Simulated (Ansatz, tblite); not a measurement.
Removing and adding an electron: In2As3 (the lowest doublet isomer of a short search). The state is a doublet with charge 0. Geometry: r2SCAN-D4/def2-SVP. Ansatz, gas phase; energy differences of separate SCF runs; the oxidised species is a singlet (the triplet lies 0.58 eV higher at PBE0-D4/def2-TZVP); the reduced species is a singlet (the triplet lies 1.55 eV higher at PBE0-D4/def2-TZVPD).

```xyz
5

In    1.355    2.137    0.582
In   -1.337   -1.701   -1.436
As   -1.086    0.774   -0.024
As   -0.030   -0.759    1.485
As    1.099   -0.452   -0.607
```

In the def2 sets In takes a core potential; there is no spin–orbit coupling. The xTB rows come from tblite. The structure comes from a short search, and lower isomers may exist.

Problem. Estimate orbital energies and vertical ionisation energies and electron affinities at: GFN1-xTB; GFN2-xTB; PBE-D4/def2-TZVP; PBE-D4/def2-TZVPD; r2SCAN-D4/def2-TZVP; r2SCAN-D4/def2-TZVPD; PBE0-D4/def2-TZVP; PBE0-D4/def2-TZVPD.

Solution. 
| level | −HOMO (eV) | vertical IE (eV) | −LUMO (eV) | vertical EA (eV) | HOMO–LUMO gap (eV) | IE − EA (eV) |
| --- | --- | --- | --- | --- | --- | --- |
| GFN1-xTB | – | 9.19 | – | 5.09 | – | 4.10 |
| GFN2-xTB | – | 9.28 | – | 4.37 | – | 4.91 |
| PBE-D4/def2-TZVP | 4.50 | 6.65 | 4.02 | – | 0.48 | – |
| PBE-D4/def2-TZVPD | 4.52 | – | 4.03 | 2.03 | 0.48 | – |
| r2SCAN-D4/def2-TZVP | 4.80 | 6.87 | 3.96 | – | 0.84 | – |
| r2SCAN-D4/def2-TZVPD | 4.81 | – | 3.97 | 2.07 | 0.84 | – |
| PBE0-D4/def2-TZVP | 5.33 | 6.83 | 3.39 | – | 1.94 | – |
| PBE0-D4/def2-TZVPD | 5.34 | – | 3.40 | 2.06 | 1.94 | – |

   HOMO and LUMO are the levels of the spin that leaves or enters (xTB has no such levels and no spin-polarisation term). Other spin states of the ions may lie lower, which would lower the ionisation energy or raise the affinity. Raw xTB energy differences between charge states are shifted by several eV; the methods need an empirical correction for them.
